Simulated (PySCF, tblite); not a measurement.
Isomers of C4H9FO2Si2, one GFN2-xTB conformer each. Single-point energies are computed at PBE0/pcSseg-1 (PySCF, gas phase, no added dispersion term), electronic only.

| SMILES | GFN2-xTB relative energy (kcal/mol) |
| --- | --- |
| C=CC[C@@H]1O[Si@@H](F)O[SiH2]1 | 5.8 |
| CO[C@H]1O[SiH2]C(F)=C[SiH2]1 | 111.9 |
| COC1=C(C)O[Si@H](F)[SiH2]1 | 68.8 |
| C=C[Si@](O)(C=O)[SiH2]CF | 158.4 |
| CO[C@@H]1C=C([SiH2]F)[SiH2]O1 | 65.9 |
| CO[C@H]1C=C(F)[SiH2][SiH2]O1 | 111.0 |
| O=C(O)[SiH2]C/C([SiH3])=C\F | 143.7 |
| F[Si@@H]1O[SiH2][C@@H](C2CC2)O1 | 0.0 |

Conformers: `[CH2:1]=[CH:2][CH2:3][C@@H:4]1[O:5][Si@@H:6]([F:7])[O:8][SiH2:9]1` with C1–C2–C3–C4 -120°, C2–C3–C4–O5 -173°; `[CH3:1][O:2][C@H:3]1[O:4][SiH2:5][C:6]([F:7])=[CH:8][SiH2:9]1` with C1–O2–C3–O4 69°, O2–C3–O4–Si5 55°, C3–O4–Si5–C6 45°, O4–Si5–C6–F7 170°, C6–C8–Si9–C3 -12°; `[CH3:1][O:2][C:3]1=[C:4]([CH3:5])[O:6][Si@H:7]([F:8])[SiH2:9]1` with C1–O2–C3–C4 -165°; `[CH2:1]=[CH:2][Si@:3]([OH:4])([CH:5]=[O:6])[SiH2:7][CH2:8][F:9]` with C1–C2–Si3–O4 -7°, C2–Si3–O4–H -90°, C2–Si3–C5–O6 116°, C2–Si3–Si7–C8 48°, Si3–Si7–C8–F9 43°; `[CH3:1][O:2][C@@H:3]1[CH:4]=[C:5]([SiH2:6][F:7])[SiH2:8][O:9]1` with C1–O2–C3–C4 -177°, C4–C5–Si6–F7 178°; `[CH3:1][O:2][C@H:3]1[CH:4]=[C:5]([F:6])[SiH2:7][SiH2:8][O:9]1` with C1–O2–C3–C4 165°, O2–C3–C4–C5 57°, C4–C5–Si7–Si8 30°, C5–Si7–Si8–O9 -19°, Si7–Si8–O9–C3 -27°; `[O:1]=[C:2]([OH:3])[SiH2:4][CH2:5]/[C:6]([SiH3:7])=[CH:8]\[F:9]` with O1–C2–O3–H 0°, O1–C2–Si4–C5 22°, C2–Si4–C5–C6 -164°, Si4–C5–C6–Si7 100°; `[F:1][Si@@H:2]1[O:3][SiH2:4][C@@H:5]([CH:6]2[CH2:7][CH2:8]2)[O:9]1` with Si4–C5–C6–C7 -89°, F1–Si2–O3–Si4 -118°, Si2–O3–Si4–C5 -4°, O3–Si4–C5–C6 -110°, C5–C6–C7–C8 -110°.

What does PBE0/pcSseg-1 give for the same structures?

| SMILES | PBE0/pcSseg-1 E (Eh) | PBE0/pcSseg-1 (kcal/mol) | GFN2-xTB (kcal/mol) | point group |
| --- | --- | --- | --- | --- |
| C=CC[C@@H]1O[Si@@H](F)O[SiH2]1 | -986.51747 | 0.0 | 5.8 | C1 |
| F[Si@@H]1O[SiH2][C@@H](C2CC2)O1 | -986.51510 | 1.5 | 0.0 | C1 |
| CO[C@@H]1C=C([SiH2]F)[SiH2]O1 | -986.42773 | 56.3 | 65.9 | C1 |
| COC1=C(C)O[Si@H](F)[SiH2]1 | -986.42511 | 58.0 | 68.8 | C1 |
| CO[C@H]1O[SiH2]C(F)=C[SiH2]1 | -986.35809 | 100.0 | 111.9 | C1 |
| C=C[Si@](O)(C=O)[SiH2]CF | -986.35730 | 100.5 | 158.4 | C1 |
| O=C(O)[SiH2]C/C([SiH3])=C\F | -986.35562 | 101.6 | 143.7 | C1 |
| CO[C@H]1C=C(F)[SiH2][SiH2]O1 | -986.35117 | 104.4 | 111.0 | C1 |

GFN2-xTB puts F[Si@@H]1O[SiH2][C@@H](C2CC2)O1 lowest instead; measured from each level's own lowest isomer, the values differ by up to 57.9 kcal/mol (C=C[Si@](O)(C=O)[SiH2]CF: 158.4 against 100.5). As drawn, the lowest has an Si–F bond, which the highest lacks; the highest has an Si–Si bond, which the lowest lacks. Neighbours under 2.5 kcal/mol apart (C=CC[C@@H]1O[Si@@H](F)O[SiH2]1 and F[Si@@H]1O[SiH2][C@@H](C2CC2)O1; CO[C@@H]1C=C([SiH2]F)[SiH2]O1 and COC1=C(C)O[Si@H](F)[SiH2]1; CO[C@H]1O[SiH2]C(F)=C[SiH2]1 and C=C[Si@](O)(C=O)[SiH2]CF; C=C[Si@](O)(C=O)[SiH2]CF and O=C(O)[SiH2]C/C([SiH3])=C\F) can change places with a better method, another conformer or zero-point energy.

Which frontier levels, dipoles and rotational constants go with these structures?

```csv
SMILES,"HOMO (eV, PBE0/pcSseg-1)",LUMO (eV),dipole (D),"A, B, C (MHz)"
C=CC[C@@H]1O[Si@@H](F)O[SiH2]1,-7.81,-0.35,2.88,"2789, 687.9, 604.7"
F[Si@@H]1O[SiH2][C@@H](C2CC2)O1,-7.89,0.01,3.00,"2333, 789.9, 640.3"
CO[C@@H]1C=C([SiH2]F)[SiH2]O1,-7.98,-1.08,2.06,"2770, 608.2, 528.6"
COC1=C(C)O[Si@H](F)[SiH2]1,-5.98,-0.74,2.73,"1873, 867.6, 632.6"
CO[C@H]1O[SiH2]C(F)=C[SiH2]1,-7.63,-0.61,2.02,"1675, 954.1, 727.4"
C=C[Si@](O)(C=O)[SiH2]CF,-6.84,-1.64,2.54,"1259, 789.3, 700.0"
O=C(O)[SiH2]C/C([SiH3])=C\F,-7.34,-0.56,1.10,"1748, 553.6, 459.5"
CO[C@H]1C=C(F)[SiH2][SiH2]O1,-7.42,-0.54,2.47,"1620, 1019, 827.4"
```

What happens when harmonic zero-point energies from GFN2-xTB frequencies are added?

```json
{"SMILES": "C=CC[C@@H]1O[Si@@H](F)O[SiH2]1", "ZPE (kcal/mol)": "78.1", "electronic (kcal/mol)": "0.0", "with ZPE (kcal/mol)": "0.0"}
{"SMILES": "F[Si@@H]1O[SiH2][C@@H](C2CC2)O1", "ZPE (kcal/mol)": "79.1", "electronic (kcal/mol)": "1.5", "with ZPE (kcal/mol)": "2.5"}
{"SMILES": "CO[C@@H]1C=C([SiH2]F)[SiH2]O1", "ZPE (kcal/mol)": "75.3", "electronic (kcal/mol)": "56.3", "with ZPE (kcal/mol)": "53.5"}
{"SMILES": "COC1=C(C)O[Si@H](F)[SiH2]1", "ZPE (kcal/mol)": "76.7", "electronic (kcal/mol)": "58.0", "with ZPE (kcal/mol)": "56.5"}
{"SMILES": "CO[C@H]1O[SiH2]C(F)=C[SiH2]1", "ZPE (kcal/mol)": "74.8", "electronic (kcal/mol)": "100.0", "with ZPE (kcal/mol)": "96.7"}
{"SMILES": "C=C[Si@](O)(C=O)[SiH2]CF", "ZPE (kcal/mol)": "74.4", "electronic (kcal/mol)": "100.5", "with ZPE (kcal/mol)": "96.8"}
{"SMILES": "O=C(O)[SiH2]C/C([SiH3])=C\\F", "ZPE (kcal/mol)": "71.7", "electronic (kcal/mol)": "101.6", "with ZPE (kcal/mol)": "95.1"}
{"SMILES": "CO[C@H]1C=C(F)[SiH2][SiH2]O1", "ZPE (kcal/mol)": "75.2", "electronic (kcal/mol)": "104.4", "with ZPE (kcal/mol)": "101.5"}
```

The zero-point energies span 7.4 kcal/mol. The lowest isomer stays, but the order above it changes.
